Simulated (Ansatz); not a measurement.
Reaction (homolysis of the C–Si bond): `FC[SiH2]F` → `[CH2]F`• + `F[SiH2]`•

Calculated with Ansatz (gas phase, PBE0-D4/def2-TZVP geometries, no zero-point term in ΔE). CCSD(T)/CBS adds triple-zeta CCSD(T) − MP2 to the extrapolated MP2 energy (def2 sets, frozen cores). This one scheme is used for every species. Functionals use def2-TZVPP. B3LYP here is the variant with VWN-RPA as its local correlation; programs differ in this. HSE06 is defined as in plane-wave codes. No spin–orbit coupling; open shells (•) take unrestricted orbitals. One conformer a species, not always the lowest.

| level | ΔE (kJ/mol) | difference from CCSD(T)/CBS |
| --- | --- | --- |
| LDA (SPW92) | 404.2 | 27.8 |
| PBE-D4 | 353.4 | -23.0 |
| revPBE-D4 | 343.9 | -32.5 |
| BLYP-D4 | 344.7 | -31.7 |
| r2SCAN-D4 | 342.4 | -34.0 |
| B97M-V | 366.6 | -9.8 |
| PBE0-D4 | 355.5 | -20.9 |
| B3LYP-D4 | 352.7 | -23.7 |
| r2SCANh-D4 | 342.3 | -34.1 |
| r2SCAN0-D4 | 342.3 | -34.1 |
| BHLYP-D4 | 353.4 | -23.0 |
| CAM-B3LYP-D4 | 358.4 | -18.0 |
| ωB97X-V | 374.1 | -2.3 |
| ωB97M-V | 377.7 | 1.3 |
| B2PLYP | 355.7 | -20.7 |
| PBE | 347.6 | -28.8 |
| revPBE | 328.0 | -48.4 |
| BLYP | 332.4 | -44.0 |
| r2SCAN | 340.9 | -35.5 |
| PBE0 | 350.7 | -25.7 |
| r2SCANh | 340.8 | -35.6 |
| r2SCAN0 | 340.6 | -35.8 |
| HSE06 | 351.1 | -25.3 |
| BHLYP | 346.3 | -30.1 |
| CAM-B3LYP | 353.5 | -22.9 |
| LC-ωPBE | 350.8 | -25.6 |
| RPA@PBE/def2-TZVPP | 352.9 | -23.5 |
| HF/def2-SVP | 272.2 | -104.2 |
| MP2/def2-SVP | 359.6 | -16.8 |
| CCSD/def2-SVP | 347.7 | -28.7 |
| CCSD(T)/def2-SVP | 352.1 | -24.3 |
| HF/def2-TZVPP | 267.6 | -108.8 |
| MP2/def2-TZVPP | 374.4 | -2.0 |
| SCS-MP2/def2-TZVPP | 375.5 | -0.9 |
| CCSD(T)/def2-TZVPP | 365.5 | -10.9 |
| HF/def2-QZVPP | 266.3 | -110.1 |
| MP2/def2-QZVPP | 380.3 | 3.9 |
| SCS-MP2/def2-QZVPP | 382.3 | 5.9 |
| MP2/CBS(def2) | 385.4 | 9.0 |
| CCSD/CBS(def2) | 370.0 | -6.4 |
| CCSD(T)/CBS | 376.4 | 0 |

Largest T1 diagnostic among the species: 0.015.

From BLYP to BHLYP (50 % exact exchange), in def2-TZVPP and without D4, ΔE moves by +13.9 kJ/mol. The D4 term adds +9.2 kJ/mol with B3LYP and +4.9 kJ/mol with PBE0; it sums over pairs of atoms, weighted by their polarisabilities, and B3LYP, whose exchange is more repulsive, gets the larger term. At CCSD(T), def2-SVP lies −24.3 kJ/mol from the extrapolated value and def2-TZVPP −10.9 kJ/mol: correlation converges slowly with the basis, and small sets miss more of it in the bonded molecule than in its fragments.
